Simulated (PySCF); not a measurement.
# Interval between two levels of N²⁺ by level of theory

N²⁺ [He] 2s2 2p1 [2P3/2, M_J = 3/2] → N²⁺ [He] 2s1 2p1 3s1 [4P5/2, M_J = 5/2], as a difference of total energies. Calculation: PySCF 2.14, in x2c-SVPall-2c with one added diffuse shell of s type (4s2p1d, 15 functions); the two-component X2C-1e Hamiltonian. Correlated levels: 1s2 frozen. "Screened" scales the spin-orbit matrix elements by Boettger's factors to mimic the two-electron term; Breit and QED terms are absent.

```tsv
method	interval between two levels (cm⁻¹)
GHF (spin-free)	269660
GMP2 (spin-free)	278860
GHF (screened spin-orbit)	269660
GMP2 (screened spin-orbit)	278870
```

The labels give the starting determinants; with spin-orbit coupling the two ends relaxed to ⟨J²⟩ = 3.75, ⟨L²⟩ = 2.00, ⟨S²⟩ = 0.75 and ⟨J²⟩ = 8.75, ⟨L²⟩ = 2.00, ⟨S²⟩ = 3.75.
